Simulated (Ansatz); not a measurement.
## Relative stability

The two ends of one reaction step of Si4H12O4, singlet (PBE0-D4/def2-TZVP).

A:

```xyz
20
angstrom
Si -1.6082 0.4581 0.8855
O 0.1869 0.5498 -2.0177
Si 1.0649 -0.8054 -2.3113
O -0.4721 1.5805 1.1165
Si 1.0011 2.1938 0.7113
O -1.0002 -1.0327 0.9589
Si 0.0047 -2.1149 1.6704
H -2.6638 0.6684 1.8919
H -0.7366 0.4563 -1.7397
O -2.2446 0.5523 -0.6342
H 0.3699 -1.7236 -3.2551
H 2.3489 -0.3565 -2.9008
H 1.3519 -1.5686 -1.0639
H 1.9585 1.1019 0.4111
H 0.8700 3.1116 -0.4435
H 1.4848 2.9531 1.8923
H 0.0795 -3.3176 0.8094
H -0.5415 -2.4857 3.0015
H 1.3550 -1.5239 1.8434
H -2.8093 1.3034 -0.8260
```

B:

```
20
angstrom
Si -0.8024 -0.3306 0.2324
O -0.3846 -0.2787 -1.3516
Si 0.4440 -1.2643 -2.3804
O -0.0029 0.8021 1.0594
Si 0.3049 2.3975 1.2894
O -0.3662 -1.7859 0.8068
Si 0.6075 -2.4755 1.9350
H -2.2564 -0.1619 0.3434
H -1.0591 1.6420 -1.7830
O -1.4462 2.3862 -1.3080
H -0.3361 -2.4949 -2.6600
H 0.6470 -0.5026 -3.6370
H 1.7603 -1.6327 -1.8006
H 1.1646 2.4825 2.4979
H 1.0579 2.9599 0.1401
H -0.9401 3.1648 1.5234
H 0.3787 -3.9396 1.8887
H 0.2788 -1.9586 3.2876
H 2.0319 -2.1850 1.6303
H -1.0816 3.1755 -1.7137
```

Program: Ansatz 0.2.0. Basis: def2-TZVPP. Cores are frozen in the correlated methods. B3LYP uses VWN-RPA correlation.

(1) Which structure is lower at CCSD(T), and by how much? (Judge from chemistry; the value comes from the calculation.)

The T1 diagnostic stays at or below 0.012.

## Answers

(1) Computed: B, by 0.144 eV (electronic energy, against the other). By their contacts, A is a complex of Si₃H₈O₃ ([OH][SiH]([O][SiH3])[O][SiH3]) + SiH₄O ([OH][SiH3]) and B is a complex of Si₄H₁₀O₃ ([SiH3][O][SiH]([O][SiH3])[O][SiH3]) + H₂O.

All methods give the same order:

```json
{"method": "SPW92", "E(B) − E(A) (eV)": "-0.005"}
{"method": "PBE-D4", "E(B) − E(A) (eV)": "-0.060"}
{"method": "BLYP-D4", "E(B) − E(A) (eV)": "-0.081"}
{"method": "r2SCAN-D4", "E(B) − E(A) (eV)": "-0.099"}
{"method": "B97M-V", "E(B) − E(A) (eV)": "-0.099"}
{"method": "PBE0-D4", "E(B) − E(A) (eV)": "-0.085"}
{"method": "B3LYP-D4", "E(B) − E(A) (eV)": "-0.093"}
{"method": "r2SCAN0-D4", "E(B) − E(A) (eV)": "-0.109"}
{"method": "BHLYP-D4", "E(B) − E(A) (eV)": "-0.123"}
{"method": "CAM-B3LYP-D4", "E(B) − E(A) (eV)": "-0.090"}
{"method": "wB97X-V", "E(B) − E(A) (eV)": "-0.108"}
{"method": "wB97M-V", "E(B) − E(A) (eV)": "-0.112"}
{"method": "B2PLYP", "E(B) − E(A) (eV)": "-0.133"}
{"method": "PBE-QIDH", "E(B) − E(A) (eV)": "-0.132"}
{"method": "RPA on PBE", "E(B) − E(A) (eV)": "-0.157"}
{"method": "HF", "E(B) − E(A) (eV)": "-0.204"}
{"method": "MP2", "E(B) − E(A) (eV)": "-0.143"}
{"method": "CCSD", "E(B) − E(A) (eV)": "-0.155"}
{"method": "CCSD(T)", "E(B) − E(A) (eV)": "-0.144"}
```

Labels in which every atom is bracketed show which atoms are joined, not bond orders.

For scale, one of the runs: CCSD(T)/def2-TZVPP, 460 basis functions, launched by `ansatz run in.yaml --threads 4 --pin off --events-out ev --progress --plain --max-ram 63488MiB --backend cuda --devices 0, --max-vram 37GiB`. Time: 46 s of wall clock on 4 CPU threads of an AMD EPYC 7R13 and a share of one NVIDIA H100; the host was shared. Peak host memory: 1.3 GiB.
